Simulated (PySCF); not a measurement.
**Bonding in `CS[Si@@H](Cl)CCC[SiH3]`**

Compound: C₄H₁₃ClSSi₂.
SMILES with atom numbers: `[CH3:1][S:2][Si@@H:3]([Cl:4])[CH2:5][CH2:6][CH2:7][SiH3:8]` (hydrogens: H9, H10, H11 on C1; H12 on Si3; H13, H14 on C5; H15, H16 on C6; H17, H18 on C7; H19, H20, H21 on Si8)

Cartesian coordinates in Å at the GFN2-xTB level; atoms count from 1:
```xyz
21
C4H13ClSSi2 angstrom
C      4.6752    0.0666    0.0768
S      3.2583   -1.0292   -0.2435
Si     1.6740    0.1899    0.5494
Cl     1.7893    2.0604   -0.2196
C      0.0289   -0.6246    0.0958
C     -1.1705    0.1124    0.6897
C     -2.4901   -0.5582    0.3217
Si    -4.0058    0.3123    1.0725
H      4.5148    1.0195   -0.4168
H      4.7921    0.2060    1.1466
H      5.5505   -0.4252   -0.3327
H      1.8883    0.3086    1.9898
H      0.0237   -1.6581    0.4456
H     -0.0810   -0.6675   -0.9908
H     -1.0693    0.1472    1.7769
H     -1.1750    1.1445    0.3323
H     -2.4605   -1.5985    0.6537
H     -2.5798   -0.5865   -0.7666
H     -3.8775    0.3332    2.5315
H     -4.0811    1.6859    0.5714
H     -5.2134   -0.4220    0.6927
```

Bond orders from the PBE0/pcSseg-1 density (PySCF). Geometry: GFN2-xTB, one conformer, isolated molecule.

Where do the orders between heavy atoms depart from those drawn in the SMILES?

The largest departure is 0.081, at C7–Si8 (drawn single, 0.919).

Give the Mayer order of every bond, beside its length.

| bond | drawn as | length (Å) | Mayer order |
| --- | --- | --- | --- |
| C1–S2 | single | 1.820 | 0.996 |
| S2–Si3 | single | 2.151 | 1.014 |
| Si3–Cl4 | single | 2.026 | 0.971 |
| Si3–C5 | single | 1.891 | 0.926 |
| C5–C6 | single | 1.528 | 1.034 |
| C6–C7 | single | 1.525 | 1.038 |
| C7–Si8 | single | 1.902 | 0.919 |
| C1–H9 | single | 1.085 | 0.945 |
| C1–H10 | single | 1.085 | 0.949 |
| C1–H11 | single | 1.084 | 0.958 |
| Si3–H12 | single | 1.461 | 0.918 |
| C5–H13 | single | 1.091 | 0.938 |
| C5–H14 | single | 1.093 | 0.937 |
| C6–H15 | single | 1.092 | 0.944 |
| C6–H16 | single | 1.092 | 0.942 |
| C7–H17 | single | 1.092 | 0.947 |
| C7–H18 | single | 1.092 | 0.946 |
| Si8–H19 | single | 1.465 | 0.946 |
| Si8–H20 | single | 1.464 | 0.947 |
| Si8–H21 | single | 1.463 | 0.947 |

Sum the orders of all bonds at each heavy atom with more than one neighbour and set the sums beside the valence in the SMILES.

C1 3.848 (drawn 4), S2 2.010 (drawn 2), Si3 3.829 (drawn 4), C5 3.835 (drawn 4), C6 3.958 (drawn 4), C7 3.850 (drawn 4), Si8 3.759 (drawn 4). Orders between atoms that aren't bonded are not in these sums.

Mayer orders depend on the basis set.

These values come from a run that also computed NMR shieldings. The run took 2.2 min wall, 1.8 min CPU on an AMD EPYC with one thread, no GPU, shared host with 64 logical CPUs at a one-minute load of 56, and the process peaked at 1.1 GiB of memory.
